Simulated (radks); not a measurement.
Polarisability of the praseodymium ion Pr4+, [Xe] 4f1, at imaginary frequency. All-electron calculation, scalar-relativistic Kohn-Sham, LB94 model potential, spin-unpolarised, spherical densities, finite nucleus; Fermi nuclear charge, rms radius 4.8919 fm. Program: a radial shooting solver on a logarithmic mesh with Libxc functionals. Response by self-consistent Sternheimer equations with the Hartree and adiabatic LDA kernel, the relativistic mass of each level held fixed and spin-orbit coupling left out.

| w (hartree) | alpha1(iw) (bohr^3) |
|---|---|
| 0.00266 | 5.602 |
| 0.0143 | 5.601 |
| 0.0360 | 5.597 |
| 0.0697 | 5.583 |
| 0.118 | 5.549 |
| 0.186 | 5.473 |
| 0.280 | 5.318 |
| 0.413 | 5.024 |
| 0.605 | 4.510 |
| 0.892 | 3.709 |
| 1.35 | 2.674 |
| 2.12 | 1.633 |
| 3.59 | 0.8316 |
| 6.94 | 0.3265 |
| 17.5 | 0.07524 |

Static values: alpha1 = 5.602 bohr^3 (0.8301 angstrom^3; uncoupled 9.608). C6 = 31.19, triple-dipole C9 = 125.7 atomic units. One-pole (London) frequency 4 C6 / (3 alpha1^2) = 1.325 hartree, against 2.143 for minus the highest occupied eigenvalue.
